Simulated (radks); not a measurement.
Lu II, configuration [Xe] 4f14 6s1 6p1 (not the ground configuration).

Calculated with a radial shooting solver on a logarithmic mesh with Libxc functionals: scalar-relativistic Kohn-Sham, r2SCAN, spin-unpolarised, spherical densities, finite nucleus; meta-GGA in the generalised Kohn-Sham scheme; Fermi nuclear charge, rms radius 5.37 fm.

Energy parts (Ry):
part                       energy
total                 -29125.2665
kinetic                31817.6047
electron-nucleus      -71714.8676
Hartree                11372.6714
exchange-correlation    -600.6749

Orbitals (lengths in bohr, moments of r in powers of bohr; <r^-3> diverges for s and p1/2):
1s: occ. 2; eigenvalue (Ry) -4654.172; <r^2> 0.0005123
2s: occ. 2; eigenvalue (Ry) -794.7001; <r^2> 0.007918
2p: occ. 6; eigenvalue (Ry) -699.0368; <r^-3> 16860; <r^2> 0.006496
3s: occ. 2; eigenvalue (Ry) -181.3683; <r^2> 0.05156
3p: occ. 6; eigenvalue (Ry) -152.5189; <r^-3> 3711; <r^2> 0.05218
3d: occ. 10; eigenvalue (Ry) -117.8344; <r^-3> 483.2; <r^2> 0.04346
4s: occ. 2; eigenvalue (Ry) -37.09903; <r^2> 0.2581
4p: occ. 6; eigenvalue (Ry) -27.59238; <r^-3> 839.6; <r^2> 0.2934
4d: occ. 10; eigenvalue (Ry) -15.12955; <r^-3> 92.68; <r^2> 0.3484
5s: occ. 2; eigenvalue (Ry) -5.38684; <r^2> 1.540
5p: occ. 6; eigenvalue (Ry) -3.16370; <r^-3> 107.9; <r^2> 2.147
4f: occ. 14; eigenvalue (Ry) -1.48364; <r^-3> 13.90; <r^2> 0.6805
6s: occ. 1; eigenvalue (Ry) -0.86596; <r^2> 12.42
6p: occ. 1; eigenvalue (Ry) -0.53130; <r^-3> 9.393; <r^2> 19.17

The highest occupied level is 6p at -7.229 eV. The density falls to 0.001 e/bohr^3 at r = 4.96 bohr.
